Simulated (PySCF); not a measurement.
Ionisation energy of S¹²⁺ by level of theory

S¹²⁺ [He] 2s2 → S¹³⁺ [He] 2s1 [2s1/2^1, M_J = 1/2], as a difference of total energies. Calculation: PySCF 2.14, in an even-tempered Gaussian basis (17 s from 2 bohr⁻², ratio 2.4; 10 p from 2.6 bohr⁻², ratio 2.4; 5 d from 8.8 bohr⁻², ratio 2.6; 5 f from 13 bohr⁻², ratio 2.6); the two-component X2C-1e Hamiltonian. Correlated levels: nothing frozen; the 28 highest virtual spinors dropped. "Screened" scales the spin-orbit matrix elements by Boettger's factors to mimic the two-electron term; Breit and QED terms are absent.

```csv
method,ionisation energy (eV),difference from reference (eV)
GHF (screened spin-orbit),646.96,-5.00
GMP2 (screened spin-orbit),650.07,-1.89
```

Reference: 651.96 ± 0.12 eV (semi-empirical (NIST evaluation); NIST Atomic Spectra Database, ionization energies).
